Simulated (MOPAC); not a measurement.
MOPAC input (PM6):

```
PM6 FORCE THERMO(298,298) PRECISE LET UHF MS=0.5 GEO-OK AUX(PRECISION=9) THREADS=1
CHO

C    -0.10347012 1   -0.03273394 1   -0.54531441 1
O     0.17935142 1    0.05013710 1    0.57934830 1
H    -0.86850254 1   -0.21456536 1   -1.24131223 1
```

From the output:

```
     H    3   3.419653   0.674686   3.982777

          HEAT OF FORMATION =      -3.966744 KCALS/MOLE

          ZERO POINT ENERGY       7.735 KCAL/MOL

           NORMAL COORDINATE ANALYSIS (Total motion = 1 Angstrom)

   Root No.       1         2         3

                 1 A'      2 A'      3 A'

                 742.4    1971.1    2697.2

   x  C    1   -0.0231    0.3044   -0.0883
   y  C    1   -0.1215    0.0095    0.0335
   z  C    1    0.0000   -0.0000   -0.0000
   x  O    2   -0.0105   -0.2539    0.0181
   y  O    2    0.0471    0.0042    0.0031
   z  O    2   -0.0000   -0.0000   -0.0000
   x  H    3    0.4424    0.4030    0.7656
   y  H    3    0.7000   -0.1802   -0.4483
   z  H    3   -0.0000    0.0000    0.0000

           MASS-WEIGHTED COORDINATE ANALYSIS (NORMAL COORDINATES)

   Root No.       1         2         3

                 1 A'      2 A'      3 A'

                 742.4    1971.1    2697.2

   x  C    1   -0.0840    0.6893   -0.3216
   y  C    1   -0.4408    0.0214    0.1221
   z  C    1    0.0000   -0.0000   -0.0000
   x  O    2   -0.0440   -0.6636    0.0760
   y  O    2    0.1973    0.0111    0.0129
   z  O    2   -0.0000   -0.0000   -0.0000
   x  H    3    0.4651    0.2643    0.8075
   y  H    3    0.7358   -0.1182   -0.4729
   z  H    3   -0.0000    0.0000    0.0000

          DESCRIPTION OF VIBRATIONS

 VIBRATION          1    1A'         ATOM PAIR     ENERGY CONTRIBUTION    RADIAL
 FREQUENCY           742.44         C 1 -- H 3         +92.2% ( 96.3%)      2.3%
 TRANSITION DIPOLE   0.4085         C 1 -- O 2          +7.8% ( 27.9%)      0.4%
 TRAVEL (Ang.)       0.2883
 REDUCED MASS        1.0926
 EFFECTIVE MASS      2.7329
 FORCE CONSTANT      0.3548

 VIBRATION          2    2A'         ATOM PAIR     ENERGY CONTRIBUTION    RADIAL
 FREQUENCY          1971.11         C 1 -- O 2         +75.4% ( 98.8%)    100.0%
 TRANSITION DIPOLE   1.8479         C 1 -- H 3         +24.6% ( 56.4%)     37.9%
 TRAVEL (Ang.)       0.0766
 REDUCED MASS        5.8290
 EFFECTIVE MASS     13.1044
 FORCE CONSTANT     13.3433

 VIBRATION          3    3A'         ATOM PAIR     ENERGY CONTRIBUTION    RADIAL
 FREQUENCY          2697.19         C 1 -- H 3         +94.8% ( 99.5%)     98.9%
 TRANSITION DIPOLE   0.4925         C 1 -- O 2          +5.2% ( 23.3%)     93.0%
 TRAVEL (Ang.)       0.1629
 REDUCED MASS        0.9417
 EFFECTIVE MASS      1.9789
 FORCE CONSTANT      4.0364

      SYMMETRY NUMBER FOR POINT-GROUP Cs  =  1

          SYSTEM IS A GROUND STATE

 CHO

          MOLECULE IS NOT LINEAR

          THERE ARE  3 GENUINE VIBRATIONS IN THIS SYSTEM
          THIS THERMODYNAMICS CALCULATION IS LIMITED TO
          MOLECULES WHICH HAVE NO INTERNAL ROTATIONS

                    CALCULATED THERMODYNAMIC PROPERTIES
                                          *
   TEMP. (K)   PARTITION FUNCTION   H.O.F.    ENTHALPY  HEAT CAPACITY ENTROPY
                                   KCAL/MOL   CAL/MOLE    CAL/K/MOL  CAL/K/MOL

 298.00  VIB.     0.1029D+01                    61.0164     0.7635     0.2608
         ROT.     0.4625D+03                   888.2803     2.9808    15.1754
         INT.     0.4757D+03                   949.2967     3.7444    15.4363
         TRA.     0.1511D+27                  1480.4672     4.9680    36.0278
         TOT.                       -3.967    2429.7639     8.7124    51.4640

   *: NOTE: HEATS OF FORMATION ARE RELATIVE TO THE
            ELEMENTS IN THEIR STANDARD STATE AT 298K
              (=  Standard Enthalpy of Formation).

            Hvib:  Zero-point energy is not included.
                   frequencies of less than zero cm-1 are not included.
            Hrot = (3/2)RT
            Htra = (3/2)RT + pV = (5/2)RT

            Heat capacity is Cp, not Cv

          For more information, see: HTTP://OpenMOPAC.net/Manual/thermochemistry.html

           FORCE CONSTANT IN CARTESIAN COORDINATES (Millidynes/A)

    ATOM   CHEMICAL       X               Y               Z
   NUMBER   SYMBOL  FORCE CONSTANT  FORCE CONSTANT  FORCE CONSTANT

      1       C       18.417640        1.541819        0.008921
      2       O       16.535140        0.217510        0.001395
      3       H        3.049187        1.174892        0.001696

 **********************
 *                    *
 * JOB ENDED NORMALLY *
 *                    *
 **********************

 == MOPAC DONE ==
```
